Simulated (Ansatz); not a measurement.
Two structures of BNH$_{3}$OF, singlet, reached by relaxing down either side of one saddle point (PBE0-D4/def2-TZVP). Energies are electronic, without zero-point energy. Computed with Ansatz 0.2.0 (basis: def2-TZVPP and def2-QZVPP); correlated methods freeze the cores. Extrapolation: Hartree–Fock as exp(−7.88 √X), correlation as X^−2.97. First:

```csv
atom,x (Å),y (Å),z (Å)
B1,-0.4219,0.2555,0.2887
N2,0.6113,-0.6897,0.1607
O3,-0.8011,1.1540,-0.6640
H4,-0.2987,1.1085,-1.4777
F5,-1.1060,0.2947,1.4367
H6,1.1841,-0.8026,-0.6543
H7,0.8323,-1.3204,0.9099
```

Second:

```tsv
atom	x (Å)	y (Å)	z (Å)
B1	-0.6338	0.6628	0.3211
N2	0.4443	-0.4621	-0.2602
O3	-1.2347	1.3555	-0.5192
H4	0.4159	-0.3619	-1.2703
F5	-0.5721	0.5201	1.6653
H6	1.3922	-0.3016	0.0703
H7	0.1881	-1.4128	-0.0070
```

Problem. Which bonds change from the first to the second?

Solution. BNH₃OF ([NH2][B]([OH])[F]) → BOF + NH₃ (still joined by a long B–N bond); bonds formed: N2–H4; bonds broken: O3–H4; bonds weakened to dative contacts: B1–N2.

Problem. Give the saddle point's structure and its height above each. (An estimate is asked for; the value comes from the calculation.)

Solution. By the calculation: 2.199 eV above the first and 0.837 eV above the second (CCSD(T) at an estimated basis limit (MP2 extrapolated from triple and quadruple zeta, plus CCSD(T) − MP2 in triple zeta)).
B1  (-0.512, 0.529, 0.375)
N2  (0.501, -0.529, -0.183)
O3  (-0.961, 1.081, -0.708)
H4  (-0.062, 0.134, -1.067)
F5  (-0.729, 0.681, 1.674)
H6  (1.488, -0.385, -0.010)
H7  (0.274, -1.511, -0.081)
(Å)

No T1 diagnostic of these runs exceeds 0.014.

Labels in which every atom is bracketed show which atoms are joined, not bond orders.

For scale, one of the runs: CCSD(T)/def2-TZVPP, 166 basis functions, launched by `ansatz run in.yaml --threads 2 --pin off --events-out ev --progress --plain --max-ram 4352MiB`. Time: 21 s of wall clock on 2 CPU threads of an Intel Xeon 6975P-C; the host was shared. Peak host memory: 1.6 GiB.
